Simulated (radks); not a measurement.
The numbers below are computed, except where a source is named.
Ionisation of neutral ruthenium, [Kr] 4d7 5s1, to Ru+, [Kr] 4d7, under several functionals. Dirac Kohn-Sham, spin-unpolarised, spherical densities, finite nucleus; open shells are shared between the two j in proportion to 2j + 1; a radial shooting solver on a logarithmic mesh with Libxc functionals.

| functional | E(Ru) (hartree) | Exc (hartree) | IE (eV) | -e(HOMO) (eV) | <r> HOMO (bohr) | IE error (eV) |
|---|---|---|---|---|---|---|
| AM05 | -4527.19345 | -129.31898 | 7.248 | 4.208 | 3.370 | -0.112 |
| SOGGA | -4528.81739 | -130.96279 | 7.173 | 4.149 | 3.373 | -0.187 |
| BLYP | -4532.01952 | -134.19700 | 7.366 | 4.242 | 3.390 | +0.006 |

NIST Atomic Spectra Database: 7.361 eV (measured). Closest: BLYP. The Delta-SCF values span 0.19 eV, the total energies 4.83 hartree. The highest occupied level is 5s1/2. Spin polarisation and multiplet splitting are left out, so open shells lie too high by an amount that depends on their filling. Sharing an open shell by 2j + 1 raises it above the true ground level by a part of the spin-orbit splitting, which enters the differences from NIST.

Beside tabulated values, note that spin-unpolarised runs miss the spin-polarisation part of the exchange energy of open shells.
